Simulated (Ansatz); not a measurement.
The same hydrogen abstraction along the group O, S, Se.

Program: Ansatz. Geometries: PBE0-D4/def2-TZVP. ΔE: electronic, gas phase. CCSD(T)/CBS is the MP2 limit (def2-TZVPP, def2-QZVPP) plus CCSD(T) − MP2 in def2-TZVPP, frozen cores. Small cases extrapolate CCSD(T) itself. DFT in def2-TZVPP. No spin–orbit coupling; open shells (•) take unrestricted orbitals. Spin–orbit coupling would lower the free atoms: a little for Cl. Bonds to Se are less sure, by a few kJ/mol each and by 10 to 20 or more in all where they break to atoms, as the def2 sets lack core-valence functions. Scalar relativity is left out up to krypton.

```json
{"reaction": "H₂O + Cl• → `[OH]`• + HCl", "CCSD(T)/CBS(def2) (eV)": "?"}
{"reaction": "H₂S + Cl• → `[SH]`• + HCl", "CCSD(T)/CBS(def2) (eV)": "-0.49"}
{"reaction": "H₂Se + Cl• → `[SeH]`• + HCl", "CCSD(T)/CBS(def2) (eV)": "-0.89"}
```

**Question.** Fill in the missing values. (Estimate.)

**Answer.** The calculation gave: H₂O + Cl• → `[OH]`• + HCl: +0.81 eV.

Largest T1 diagnostic: 0.011, for `[SH]`•.

Extrapolated directly: H₂O + Cl• → `[OH]`• + HCl; H₂S + Cl• → `[SH]`• + HCl.
